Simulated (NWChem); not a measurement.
System: BGeH₅O₂; SMILES O[B](O)[GeH3]

Here is an NWChem input.

```
start job
memory heap 200 mb stack 900 mb global 1100 mb
geometry units angstroms noautosym nocenter noautoz
  B     -0.000270    -1.069309     0.000929
  Ge     0.000078     1.024226    -0.002082
  H     -0.036688     1.591064    -1.438060
  H     -1.228041     1.604402     0.733477
  H      1.264375     1.603118     0.670719
  O      1.149393    -1.787886    -0.005498
  H      1.943318    -1.248318     0.009963
  O     -1.149618    -1.788461    -0.005599
  H     -1.944195    -1.249900     0.009834
end
basis spherical
  * library cc-pvtz
end
dft
  xc xpbe96 cpbe96
  iterations 150
  semidirect filesize 400000000
end
property
  efieldgrad
end
task dft property
```

NWChem printed, in part:

```
             Northwest Computational Chemistry Package (NWChem) 7.3.0
             --------------------------------------------------------

                             Geometry "geometry" -> ""
                             -------------------------

 Output coordinates in angstroms (scale by  1.889725989 to convert to a.u.)

  No.       Tag          Charge          X              Y              Z
 ---- ---------------- ---------- -------------- -------------- --------------
    1 B                    5.0000    -0.00027000    -1.06930900     0.00092900
    2 Ge                  32.0000     0.00007800     1.02422600    -0.00208200
    3 H                    1.0000    -0.03668800     1.59106400    -1.43806000
    4 H                    1.0000    -1.22804100     1.60440200     0.73347700
    5 H                    1.0000     1.26437500     1.60311800     0.67071900
    6 O                    8.0000     1.14939300    -1.78788600    -0.00549800
    7 H                    1.0000     1.94331800    -1.24831800     0.00996300
    8 O                    8.0000    -1.14961800    -1.78846100    -0.00559900
    9 H                    1.0000    -1.94419500    -1.24990000     0.00983400

 Effective nuclear repulsion energy (a.u.)     244.9425338017

  pbe96 is a nonlocal functional; adding pw91lda local functional.
                              NWChem Property Module
                              ----------------------

  itol2e modified to match energy
  convergence criterion.

                                 NWChem DFT Module
                                 -----------------

 Summary of "ao basis" -> "ao basis" (spherical)
 ------------------------------------------------------------------------------
       Tag                 Description            Shells   Functions and Types
 ---------------- ------------------------------  ------  ---------------------
 B                          cc-pvtz                 10       30   4s3p2d1f
 Ge                         cc-pvtz                 15       43   6s5p3d1f
 H                          cc-pvtz                  6       14   3s2p1d
 O                          cc-pvtz                 10       30   4s3p2d1f

  itol2e modified to match energy
  convergence criterion.

[...]

          -----------------------
          Electric field gradient
          -----------------------

 1 a.u. = 0.324123 10**(16) esu/cm**3  ( or statvolts/cm**2 ) = 0.97174 10**(22) v/m**2

 ------------------------------------------------------------
   Atom      X         Y         Z
 ------------------------------------------------------------
    1 B   -0.00051  -2.02070   0.00176
 ------------------------------------------------------------

 Electric field gradient in molecular frame (a.u.)
         XX             YY             ZZ             XY             XZ             YZ
 ------------------------------------------------------------------------------------------
        0.168093       0.123854      -0.291948      -0.000036       0.000017       0.001966

 Principal components (a.u.) and orientation
 of principal axis w.r.t. absolute frame                      Asymmetry parameter eta
 --------------------------------------------------------------------------------------
       -0.291957       0.168093       0.123864                       0.151494

       -0.000037       1.000000       0.000810
       -0.004728      -0.000810       0.999988
        0.999989       0.000033       0.004728

 ------------------------------------------------------------
   Atom      X         Y         Z
 ------------------------------------------------------------
    2 Ge   0.00015   1.93551  -0.00393
 ------------------------------------------------------------

 Electric field gradient in molecular frame (a.u.)
         XX             YY             ZZ             XY             XZ             YZ
 ------------------------------------------------------------------------------------------
       -0.236722       0.442809      -0.206087      -0.003605      -0.000404      -0.044768

 Principal components (a.u.) and orientation
 of principal axis w.r.t. absolute frame                      Asymmetry parameter eta
 --------------------------------------------------------------------------------------
        0.445902      -0.236756      -0.209146                       0.061919

       -0.005228       0.999709      -0.023530
        0.997638       0.006826       0.068357
       -0.068498       0.023117       0.997383

 ------------------------------------------------------------
   Atom      X         Y         Z
 ------------------------------------------------------------
    3 H   -0.06933   3.00667  -2.71754
 ------------------------------------------------------------

 Electric field gradient in molecular frame (a.u.)
         XX             YY             ZZ             XY             XZ             YZ
 ------------------------------------------------------------------------------------------
        0.062635       0.040152      -0.102786       0.001636      -0.004253       0.064988

 Principal components (a.u.) and orientation
 of principal axis w.r.t. absolute frame                      Asymmetry parameter eta
 --------------------------------------------------------------------------------------
       -0.128024       0.065281       0.062744                       0.019818

        0.023896      -0.003124       0.999710
       -0.360549       0.932669       0.011533
        0.932434       0.360720      -0.021160

 ------------------------------------------------------------
   Atom      X         Y         Z
 ------------------------------------------------------------
    4 H   -2.32066   3.03188   1.38607
 ------------------------------------------------------------

[...]
```

Level: PBE/cc-pVTZ. Structure relaxed at the PBE0/def2-SVP level. NWChem prints the field gradient with the sign opposite to the second derivative of the potential.
